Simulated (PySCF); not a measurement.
PySCF input file for C2H7ClSi2, SMILES Cl[Si@@H]1CC[SiH2]1, PBE-D3(BJ)/def2-SVP. Geometry: PBE-D3(BJ)/def2-SVP. The structure was generated by enumeration; whether it is a known compound was not checked.

```python
import numpy as np
from pyscf import gto, scf, dft, df
from pyscf.hessian import thermo

mol = gto.M(
    atom='''
    Cl    2.31474714    0.00035483   -0.52237318
    Si    0.48590876   -0.11056464    0.48515229
    C    -0.76348361   -1.43989416   -0.10548831
    C    -2.06235089   -0.64916953    0.24287869
    Si   -1.41936816    1.15876125   -0.01232535
    H     0.79275319   -0.23395420    1.95464218
    H    -0.69436290   -2.45416502    0.33835785
    H    -0.65597222   -1.54628399   -1.20610140
    H    -2.95068105   -0.94716263   -0.35136262
    H    -2.32690139   -0.77930110    1.31408093
    H    -1.49247695    1.56467000   -1.46065688
    H    -1.99962154    2.24979454    0.84746463
    ''',
    basis='def2-SVP',
    charge=0,
    spin=0,
    max_memory=1600,
    verbose=3,
)
mf = dft.RKS(mol, xc='pbe').density_fit(auxbasis='def2-universal-jkfit')
mf.disp = 'd3bj'
mf.grids.level = 3
mf.conv_tol = 1e-11
mf.max_cycle = 100
mf.kernel()

# [left out here: the lines that compute and print the analytic Hessian (its translational invariance restored by hand, since the grid's response is missing), thermochemistry and intensities]
```

Program output:

```
converged SCF energy = -1118.6633226993

WARN: DFTD3 does not support analytical Hessian, using finite difference


WARN: Mole.unit (angstrom) is changed to Bohr

Mode                                 0                   1                   2
Irrep
Freq [cm^-1]                       91.0239            139.1819            197.9134
Reduced mass [au]                   3.5416              4.4046              2.2274
Force const [Dyne/A]                0.0173              0.0503              0.0514
Char temp [K]                     130.9632            200.2517            284.7533
Normal mode                   x     y     z       x     y     z       x     y     z
       0  Cl                 0.06 -0.01  0.05   -0.02  0.08  0.01    0.05  0.03  0.01
       1  Si                -0.02  0.01 -0.09   -0.01 -0.08  0.00   -0.01 -0.03 -0.08
       2   C                -0.03  0.02 -0.07   -0.08 -0.03 -0.00   -0.05 -0.08  0.10
       3   C                 0.01 -0.00  0.12   -0.02  0.04  0.07   -0.04  0.01 -0.05
       4  Si                -0.04  0.00 -0.00    0.08 -0.01 -0.04   -0.00  0.02  0.02
       5   H                -0.11  0.00 -0.07   -0.02 -0.15 -0.00   -0.02  0.06 -0.06
       6   H                 0.03 -0.01 -0.13   -0.11 -0.04 -0.01   -0.07  0.01  0.31
       7   H                -0.15  0.08 -0.08   -0.13 -0.02 -0.01   -0.06 -0.31  0.12
       8   H                -0.07 -0.02  0.26   -0.07  0.05  0.14    0.02  0.05 -0.15
       9   H                 0.18  0.00  0.17    0.06  0.09  0.09   -0.17  0.03 -0.08
      10   H                -0.19 -0.08 -0.02    0.14 -0.15 -0.08   -0.15  0.21  0.08
      11   H                 0.02  0.03  0.00    0.11  0.09 -0.16    0.09 -0.08  0.21
Mode                                 3                   4                   5
Irrep
Freq [cm^-1]                      299.8228            392.2753            432.1001
Reduced mass [au]                   3.3905              3.1547              1.3979
[...]
Reduced mass [au]                   1.5075              1.2007              1.3911
Force const [Dyne/A]                0.4770              0.4097              0.5680
Char temp [K]                    1054.3693           1094.9026           1197.6976
Normal mode                   x     y     z       x     y     z       x     y     z
       0  Cl                 0.00  0.00 -0.01    0.01 -0.00  0.01    0.00  0.00  0.00
       1  Si                 0.00 -0.05 -0.00   -0.06  0.01  0.00   -0.02 -0.03  0.02
       2   C                 0.02  0.11 -0.01   -0.00  0.02  0.00    0.02  0.04 -0.09
       3   C                -0.07 -0.02 -0.06   -0.02 -0.01 -0.04    0.01  0.02  0.09
       4  Si                 0.02  0.00  0.02    0.04  0.00  0.00   -0.01 -0.01 -0.03
       5   H                -0.28  0.34  0.09    0.73 -0.13 -0.18    0.32  0.38 -0.02
       6   H                 0.13  0.23  0.25    0.05  0.05  0.05    0.15  0.19  0.22
       7   H                 0.16 -0.14  0.03    0.15 -0.01  0.02   -0.12 -0.27 -0.07
       8   H                -0.16 -0.29  0.21   -0.09 -0.06  0.11    0.10  0.19 -0.13
       9   H                 0.24  0.03  0.03    0.14  0.02  0.01   -0.14 -0.26  0.01
      10   H                -0.12 -0.05  0.01   -0.36 -0.16 -0.02    0.25  0.18  0.02
      11   H                 0.02  0.11 -0.10   -0.10 -0.06  0.00    0.05 -0.08  0.11
Mode                                15                  16                  17
Irrep
Freq [cm^-1]                      896.8156            923.2612            976.2132
Reduced mass [au]                   1.0720              2.3329              1.0492
Force const [Dyne/A]                0.5080              1.1716              0.5891
Char temp [K]                    1290.3179           1328.3673           1404.5534
Normal mode                   x     y     z       x     y     z       x     y     z
       0  Cl                -0.00  0.00  0.00    0.00  0.00 -0.00    0.00 -0.00 -0.00
       1  Si                 0.01 -0.00 -0.00   -0.01  0.00 -0.00   -0.00 -0.00  0.02
       2   C                -0.01  0.02  0.01   -0.12  0.10  0.03    0.01 -0.01 -0.02
       3   C                -0.01 -0.01 -0.01    0.14 -0.07 -0.02    0.02  0.01 -0.03
       4  Si                -0.01  0.04 -0.01    0.00 -0.00 -0.00    0.00 -0.00  0.02
       5   H                -0.05  0.01  0.01    0.02 -0.00 -0.01    0.10  0.13  0.00
       6   H                -0.02  0.02  0.02   -0.38  0.10  0.07    0.24 -0.01 -0.05
       7   H                -0.01 -0.02  0.01   -0.15  0.01  0.04   -0.61 -0.04 -0.08
       8   H                 0.00 -0.10  0.01    0.24 -0.24 -0.08    0.18 -0.37 -0.07
       9   H                 0.02 -0.03 -0.01    0.11 -0.21 -0.05   -0.20  0.49 -0.02
      10   H                 0.23 -0.62 -0.19   -0.00  0.07  0.02   -0.10 -0.10 -0.01
      11   H                 0.08 -0.37  0.55    0.01  0.03 -0.04    0.06  0.07 -0.04
Mode                                18                  19                  20
Irrep
Freq [cm^-1]                     1035.3495           1138.3505           1188.3502
Reduced mass [au]                   1.4787              1.4949              1.1966
Force const [Dyne/A]                0.9339              1.1413              0.9956
Char temp [K]                    1489.6374           1637.8329           1709.7713
Normal mode                   x     y     z       x     y     z       x     y     z
       0  Cl                -0.00  0.00  0.00   -0.00 -0.00  0.00    0.00  0.00 -0.00
       1  Si                 0.01 -0.01  0.00    0.01  0.01  0.00   -0.00 -0.00  0.00
       2   C                -0.11  0.02  0.02   -0.11 -0.07 -0.01    0.03 -0.00  0.08
       3   C                 0.07 -0.09 -0.04    0.02  0.11  0.01   -0.01  0.04 -0.07
       4  Si                -0.01  0.00  0.00   -0.00 -0.01 -0.00   -0.00 -0.00 -0.00
       5   H                -0.02  0.04  0.01   -0.02 -0.04  0.01    0.01  0.02  0.00
       6   H                 0.53  0.08  0.05    0.48  0.01  0.05    0.23 -0.08 -0.12
       7   H                 0.07  0.14  0.03    0.29  0.14  0.01   -0.56  0.06  0.02
       8   H                -0.14  0.47 -0.00    0.20 -0.43  0.00   -0.18  0.14  0.13
       9   H                 0.04  0.28 -0.00   -0.02 -0.28 -0.05    0.31 -0.51 -0.06
      10   H                 0.03 -0.02 -0.01    0.01  0.02  0.01    0.02  0.03  0.00
      11   H                 0.07  0.03  0.02    0.03  0.01 -0.01    0.01 -0.01 -0.00
Mode                                21                  22                  23
Irrep
Freq [cm^-1]                     1367.5294           1377.2807           2144.0415
Reduced mass [au]                   1.0718              1.0974              1.0417
Force const [Dyne/A]                1.1809              1.2265              2.8212
Char temp [K]                    1967.5704           1981.6003           3084.7984
Normal mode                   x     y     z       x     y     z       x     y     z
       0  Cl                -0.00 -0.00 -0.00   -0.00 -0.00  0.00    0.00 -0.00 -0.00
       1  Si                -0.00  0.00  0.00    0.00  0.00  0.00    0.01 -0.00  0.03
       2   C                -0.03  0.04  0.03    0.01 -0.05 -0.02   -0.00 -0.00  0.00
       3   C                -0.04  0.00  0.02   -0.06 -0.01  0.01    0.00  0.00  0.00
       4  Si                -0.00 -0.00  0.00   -0.00  0.00 -0.00    0.00 -0.01 -0.00
       5   H                -0.00 -0.01  0.01    0.00 -0.00  0.01   -0.20  0.07 -0.92
       6   H                 0.14 -0.18 -0.47   -0.06  0.13  0.38    0.00 -0.01  0.00
       7   H                 0.10 -0.51  0.08   -0.10  0.43 -0.06    0.00  0.00  0.00
       8   H                 0.23  0.01 -0.36    0.23  0.06 -0.43    0.00  0.00 -0.00
       9   H                 0.40  0.09  0.13    0.51  0.09  0.15    0.00 -0.00  0.00
      10   H                 0.00  0.01  0.01    0.00 -0.00 -0.00    0.00  0.01 -0.05
      11   H                 0.00  0.01 -0.01   -0.00 -0.01  0.01   -0.09  0.18  0.15
Mode                                24                  25                  26
Irrep
Freq [cm^-1]                     2148.8767           2165.6736           2986.2782
Reduced mass [au]                   1.0309              1.0529              1.0587
Force const [Dyne/A]                2.8047              2.9095              5.5629
Char temp [K]                    3091.7551           3115.9221           4296.5895
Normal mode                   x     y     z       x     y     z       x     y     z
       0  Cl                 0.00 -0.00 -0.00   -0.00  0.00  0.00    0.00 -0.00 -0.00
       1  Si                -0.00  0.00 -0.01   -0.00  0.00 -0.01   -0.00  0.00  0.00
       2   C                 0.00 -0.00  0.00    0.00 -0.00  0.00   -0.00  0.02  0.01
       3   C                 0.00  0.00  0.00    0.00  0.00 -0.00   -0.05 -0.02  0.03
       4  Si                 0.01 -0.02  0.01    0.01 -0.01 -0.04   -0.00  0.00  0.00
       5   H                 0.05 -0.02  0.20    0.03 -0.01  0.15   -0.00 -0.00 -0.00
       6   H                 0.00 -0.00 -0.01   -0.00 -0.00 -0.00    0.01 -0.21  0.10
       7   H                -0.00 -0.00  0.00   -0.00  0.00 -0.00    0.02 -0.01 -0.20
       8   H                 0.00 -0.00  0.00   -0.00 -0.00  0.00    0.45  0.15  0.33
       9   H                -0.00 -0.00  0.00    0.00  0.00 -0.01    0.16  0.08 -0.70
      10   H                -0.03  0.19 -0.69    0.04 -0.18  0.64    0.00  0.00 -0.00
      11   H                -0.24  0.46  0.38   -0.27  0.51  0.39    0.00 -0.00 -0.00
Mode                                27                  28                  29
Irrep
Freq [cm^-1]                     2988.4273           3044.3628           3054.4591
Reduced mass [au]                   1.0612              1.1049              1.1054
Force const [Dyne/A]                5.5840              6.0334              6.0765
Char temp [K]                    4299.6816           4380.1602           4394.6866
Normal mode                   x     y     z       x     y     z       x     y     z
       0  Cl                 0.00  0.00 -0.00   -0.00  0.00  0.00   -0.00  0.00 -0.00
       1  Si                -0.00 -0.00  0.00   -0.00 -0.00 -0.00    0.00 -0.00  0.00
       2   C                -0.01  0.05  0.04   -0.00  0.03 -0.03   -0.00 -0.04  0.06
       3   C                 0.01  0.01 -0.02    0.04  0.01  0.07    0.02  0.00  0.04
       4  Si                -0.00 -0.00  0.00    0.00 -0.00  0.00   -0.00  0.00  0.00
       5   H                -0.00 -0.00 -0.00    0.00 -0.00  0.00   -0.00  0.00 -0.00
       6   H                 0.03 -0.49  0.24    0.02 -0.38  0.17   -0.04  0.58 -0.25
       7   H                 0.07 -0.06 -0.74   -0.02  0.03  0.23    0.04 -0.06 -0.52
       8   H                -0.10 -0.03 -0.07   -0.54 -0.18 -0.36   -0.28 -0.10 -0.19
       9   H                -0.06 -0.03  0.27    0.12  0.06 -0.45    0.08  0.04 -0.32
      10   H                 0.00 -0.00 -0.00   -0.00  0.00 -0.00   -0.00  0.00 -0.00
      11   H                 0.00  0.00 -0.00    0.00 -0.00 -0.00   -0.00  0.00 -0.00
temperature 298.1500 [K]
pressure 101325.00 [Pa]
Rotational constants [GHz] 4.74787 1.40307 1.19430
Symmetry number 1
Zero-point energy (ZPE) 0.07963 [Eh]   209081.488 [J/mol]
                           tot       elec      trans        rot        vib
Entropy [J/mol/K]       352.616      0.000    168.731    117.540     66.345
Cv [J/mol/K]            112.434      0.000     12.472     12.472     87.491
Cp [J/mol/K]            120.748      0.000     20.786     12.472     87.491
Internal energy [J/mol]                      3718.434   3718.434 220753.407
Internal energy [Eh]   -1118.57641  -1118.66332
Enthalpy [J/mol]                             6197.391   3718.434 220753.407
Enthalpy [Eh]          -1118.57547
Gibbs free energy [J/mol]                  -44109.827 -31326.239 200972.791
Gibbs free energy [Eh] -1118.61551
mode   freq/cm-1   IR/(km/mol)
   1       91.02         0.777
   2      139.18         0.859
   3      197.91         2.968
   4      299.82         1.980
   5      392.28         3.643
   6      432.10        11.174
   7      510.84         1.940
   8      541.53        85.935
   9      610.46        16.087
  10      624.46         8.520
  11      660.44        15.417
  12      694.13       110.897
  13      732.82       107.231
  14      761.00        28.739
  15      832.44        68.191
  16      896.82        72.990
  17      923.26         2.179
  18      976.21        10.981
  19     1035.35         1.123
  20     1138.35         3.281
  21     1188.35         0.428
  22     1367.53         7.595
  23     1377.28         3.316
  24     2144.04       102.258
  25     2148.88        73.412
  26     2165.67       113.742
  27     2986.28        10.865
  28     2988.43         7.313
  29     3044.36         4.994
  30     3054.46         5.140
max |gradient| / (hartree/bohr): 4.573998414439782e-05
APT charges: [-0.5449  1.0711 -0.2485 -0.2319  0.6687 -0.2507 -0.0068  0.0082 -0.0092
 -0.0036 -0.2161 -0.2364]
```

The run converged.
